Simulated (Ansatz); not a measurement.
Relaxation of C2H8O2Si (13 atoms, charge 0, multiplicity 1), to a largest force component of 0.02 eV/Å in at most 50 steps.

All numbers below come from Ansatz, RKS PBE-D4/cc-pVDZ.

```xyz
13
Properties=species:S:1:pos:R:3:forces:R:3
O -1.226 1.226 0.262 -2.27 3.17 -1.05
C -0.995 0.011 0.858 0.97 -0.30 1.14
C 0.466 -0.281 0.736 1.96 0.58 0.75
Si 1.181 -0.589 -0.996 -1.62 -6.66 1.69
O 0.766 0.675 -2.011 -0.83 4.34 -0.12
H -2.206 1.492 0.449 2.06 -0.54 -0.56
H -1.251 0.080 1.917 -0.34 -0.29 0.79
H -1.564 -0.740 0.370 -1.04 -1.70 -0.67
H 0.738 -1.143 1.404 -0.04 0.08 -0.51
H 1.069 0.565 1.178 -0.51 -0.02 0.19
H 1.168 0.312 -2.840 -0.70 0.35 -1.37
H 2.590 -0.825 -0.971 2.11 0.85 0.71
H 0.020 1.300 -1.666 0.24 0.14 -0.99
```

Question: Where does it end, and by what steps?

Answer: The forces met the threshold. After 10 steps the energy has fallen by 3.082 eV; H11 moved furthest, 0.86 Å.

```tsv
step	energy less start (eV)	largest force component (eV/Å)	accepted
0	0.0000	6.662	yes
1	-1.5257	4.214	yes
2	-2.4453	1.163	yes
3	-2.7419	0.776	yes
4	-2.9451	0.451	yes
5	-3.0480	0.517	yes
6	-3.0756	0.186	yes
7	-3.0799	0.079	yes
8	-3.0813	0.163	yes
9	-3.0818	0.143	yes
10	-3.0821	0.008	yes
```

```xyz
13
Properties=species:S:1:pos:R:3
O -1.053 1.233 -0.030
C -0.897 0.041 0.810
C 0.567 -0.356 0.756
Si 1.131 -1.013 -1.022
O 0.811 0.885 -1.802
H -2.007 1.378 -0.183
H -1.246 0.301 1.835
H -1.540 -0.779 0.414
H 0.727 -1.210 1.452
H 1.192 0.480 1.140
H 0.414 0.698 -2.677
H 2.640 -0.733 -0.790
H 0.018 1.159 -1.215
```

Whether the end is a true minimum wasn't checked by a vibrational analysis.

Run time: 25 s on 2 threads of Arm Neoverse V2, with other jobs on the host, peak memory 0.15 GiB.
